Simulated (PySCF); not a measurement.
## Solvent effects on NMR parameters

Numbering as in the mapped SMILES `[CH2:1]=[CH:2][C@@H:3]1[CH2:4][C@H:5]2[CH2:6][C@@:7]2([CH3:8])[CH2:9]1`. Hydrogens are named by the atom that carries them. Ha(C4), Ha(C9) are cis to C2 on the ring; Ha(C1) is cis to C3; Ha(C6) is cis to C4 on the ring; Hb(C4), Hb(C9) are trans to C2 on the ring; Hb(C1) is trans to C3; Hb(C6) is trans to C4 on the ring.

GIAO PBE0/pcSseg-1 in PySCF 2.14 on one PBE0-D3(BJ)/def2-SVP conformer, non-relativistic, equivalent nuclei averaged. Solvents enter as an IEF-PCM continuum (chloroform with ε = 4.7, acetone with ε = 20.5) around the gas-phase geometry. Shifts are referred to TMS computed in the same medium.

In chloroform, δ in ppm: C2 152.3, C1 118.1, C3 41.0, C4 37.9, C9 37.6, C5 26.4, C7 24.5, C8 24.0, C6 15.9, H(C2) 6.34, Hb(C1) 5.28, Ha(C1) 5.22, H(C3) 2.11, Hb(C4) 1.86. Dipole moment 0.44 D.

Problem. How does each δ change in the more polar medium?

Solution. 
```
 atoms                         environment  Δδ, acetone
    C2                           alkene CH         +0.8
    C1                terminal =CH2 carbon         +0.1
    C3                      allylic sp3 CH         +0.2
    C4                   sp3 CH2 in a ring         +0.2
    C9                   sp3 CH2 in a ring         +0.2
    C5          three-membered-ring carbon         +0.1
    C7          three-membered-ring carbon         +0.2
    C8                       methyl carbon          0.0
    C6          three-membered-ring carbon          0.0
 H(C2)            hydrogen on an alkene CH        +0.05
Hb(C1)  hydrogen on a terminal =CH2 carbon        +0.02
Ha(C1)  hydrogen on a terminal =CH2 carbon        +0.02
 H(C3)       hydrogen on an allylic sp3 CH        +0.03
Hb(C4)    hydrogen on an sp3 CH2 in a ring        +0.02
```

Changes are relative to chloroform. The dipole moment becomes 0.47 D in acetone.

Problem. Which nuclei move most (in ppm), and what does the model miss?

Solution. C2 (alkene CH, +0.8 ppm) in acetone. A continuum only polarises the solute; specific hydrogen bonds, the anisotropy of aromatic solvents and changes of geometry or conformer are outside it.
